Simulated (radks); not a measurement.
Coulomb parameter of the 3d shell of the manganese ion Mn2+ in the model configuration [Ar] 3d3 4p2, as a second difference U = [E(n + 0.25) + E(n - 0.25) - 2 E(n)] / (0.25)^2 with all orbitals relaxed. "Bare": the charge of the atom changes with n. "Screened": the 4p shell takes up the change at fixed total charge, which measures U(3d,3d) + U(4p,4p) - 2 U(3d,4p). Calculated with a radial shooting solver on a logarithmic mesh with Libxc functionals: scalar-relativistic Kohn-Sham, PBEsol, spin-unpolarised, spherical densities, finite nucleus; Fermi nuclear charge, rms radius 3.7057 fm.

case,configuration,E - E(n) (eV)
start,[Ar] 3d3 4p2,0.000
bare +0.25,[Ar] 3d3.25 4p2,-9.252
bare -0.25,[Ar] 3d2.75 4p2,10.365
screened +0.25,[Ar] 3d3.25 4p1.75,-5.003
screened -0.25,[Ar] 3d2.75 4p2.25,5.377

U(bare) = 17.813 eV, U(screened by 4p) = 5.983 eV, against the Slater integral F0(3d,3d) = 25.156 eV with frozen orbitals.
